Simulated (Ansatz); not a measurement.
Geometry optimisation, Ansatz 0.2.0, RKS revPBE/def2-SVP.

Input:

```yaml
crystal:
  periodic: [false, false, false]
  atoms:
    - { symbol: In, position_ang: [-0.545139, 0.363284, -1.622513] }
    - { symbol: Cl, position_ang: [-0.142351, -2.938115, 0.081939] }
    - { symbol: Cl, position_ang: [-2.343409, 0.169828, -3.25208] }
    - { symbol: Cl, position_ang: [-1.550133, 0.878476, 1.057841] }
    - { symbol: H, position_ang: [0.516548, -1.890988, 0.547606] }
    - { symbol: Si, position_ang: [0.590319, 0.832748, 0.670226] }
    - { symbol: H, position_ang: [0.948101, 1.04403, 2.129801] }
    - { symbol: H, position_ang: [1.216653, 2.01643, -0.018073] }
    - { symbol: H, position_ang: [1.309411, -0.475693, 0.405153] }
basis:
  gaussian: { orbitals: def2-SVP }
hamiltonian:
  xc: revpbe
relax:
  f_tol: 0.03
  max_steps: 50
```

Run as:

```bash
$ ansatz run input.yaml --threads 2 --pin off --max-ram 3072MiB --backend cpu --events-out ev --progress --plain --runs-dir out
```

Task: Where does it end, and by what steps?

Result: The forces met the threshold. The force dipped under the threshold on the way, but the program's further checks kept it going. After 47 steps the energy has fallen by 1.390 eV; In1 moved furthest, 3.04 Å. Parted: In1–Cl4, In1–Si6.

| step | energy less start (eV) | largest force component (eV/Å) | accepted |
| --- | --- | --- | --- |
| 0 | 0.0000 | 1.901 | yes |
| 2 | -0.7553 | 0.872 | yes |
| 4 | -1.0481 | 0.380 | yes |
| 6 | -1.1162 | 0.308 | yes |
| 8 | -1.1309 | 0.839 | no |
| 10 | -1.1533 | 0.179 | yes |
| 12 | -1.1853 | 0.260 | yes |
| 14 | -1.2077 | 0.559 | yes |
| 16 | -1.2211 | 0.059 | yes |
| 18 | -1.2243 | 0.067 | yes |
| 20 | -1.2264 | 0.035 | yes |
| 22 | -1.2278 | 0.063 | yes |
| 24 | -1.2293 | 0.158 | yes |
| 26 | -1.2320 | 0.057 | yes |
| 28 | -1.2358 | 0.217 | yes |
| 30 | -1.2483 | 0.072 | yes |
| 32 | -1.2518 | 0.163 | yes |
| 34 | -1.2689 | 0.155 | yes |
| 36 | -1.3264 | 0.119 | yes |
| 38 | -1.3653 | 0.158 | yes |
| 40 | -1.3792 | 0.049 | yes |
| 42 | -1.3829 | 0.105 | yes |
| 44 | -1.3863 | 0.112 | yes |
| 46 | -1.3892 | 0.036 | yes |
| 47 | -1.3899 | 0.015 | yes |

```xyz
9
Properties=species:S:1:pos:R:3
In -0.926 -1.351 -4.099
Cl 0.325 -1.682 -1.223
Cl -2.717 -0.958 -2.296
Cl -1.099 1.059 1.659
H -0.993 -1.360 -1.299
Si 0.986 1.067 1.788
H 1.393 1.959 2.926
H 1.557 1.596 0.504
H 1.474 -0.330 2.039
```

Run time: 2.3 min on 2 threads of Arm Neoverse V1, with other jobs on the host, peak memory 0.17 GiB.
